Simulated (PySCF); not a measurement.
H₂Si₂, SMILES [Si]=[SiH2] (connectivity only; charge and spin as stated), neutral, multiplicity 1.

Geometry optimised at r2SCAN-D4/def2-TZVP. The isomer is the one that the SMILES or the coordinates give; other isomers of the formula were not compared.

Two levels are set side by side: PBE/def2-TZVPD (PySCF) and CAM-B3LYP/def2-TZVPD (PySCF). Same geometry, gas phase. Differences are taken from unrounded values.

| quantity | CAM-B3LYP |
|---|---|
| orbital gap (eV) | 4.58 |
| highest occupied level (eV) | -6.93 |
| lowest empty level (eV) | -2.34 |
| dipole moment (D) | 0.19 |
| mean polarisability (bohr³) | 75.5 |

Q: What does PBE give, and how far is it from CAM-B3LYP? (An estimate is asked for; the answer gives what the named calculation found.)

A: 
```json
[
 {"quantity": "orbital gap (eV)", "PBE": "0.67", "PBE minus CAM-B3LYP": "-3.91"},
 {"quantity": "highest occupied level (eV)", "PBE": "-5.09", "PBE minus CAM-B3LYP": "1.83"},
 {"quantity": "lowest empty level (eV)", "PBE": "-4.42", "PBE minus CAM-B3LYP": "-2.08"},
 {"quantity": "dipole moment (D)", "PBE": "0.15", "PBE minus CAM-B3LYP": "-0.05"},
 {"quantity": "mean polarisability (bohr³)", "PBE": "76.2", "PBE minus CAM-B3LYP": "0.6"}
]
```

PBE's occupied levels lie high since its potential decays too fast outside the molecule; exact exchange lowers them and widens the gap. Differences between two approximate levels are no errors against the true value.

Rough cost on one machine, each run with all the roots and properties that it gave: CAM-B3LYP against PBE within a factor of 2.
